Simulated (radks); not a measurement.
The numbers below are computed, except where a source is named.
The mean radii <r> (bohr) of the occupied orbitals of an atom or ion are listed with their occupations. Level of theory: non-relativistic Kohn-Sham, LDA (Slater exchange, Perdew-Wang correlation), spin-unpolarised, spherical densities, point nucleus (a radial shooting solver on a logarithmic mesh with Libxc functionals).

| orbital | occ. | <r> |
|---|---|---|
| 1s | 2 | 0.06431 |
| 2s | 2 | 0.2968 |
| 2p | 6 | 0.2613 |
| 3s | 2 | 0.9121 |
| 3p | 6 | 0.9705 |
| 4s | 1 | 3.437 |
| 3d | 5 | 1.499 |

Name the element and its charge.

Answer. Z = 24, chromium, charge 0: Cr in [Ar] 3d5 4s1. The 1s radius gives Z: for a bare nucleus <r> = 1.5/Z, 0.0625 bohr for Z = 24, and screening makes it slightly larger (0.06431 here). The occupations add up to 24, and the charge is Z minus that.
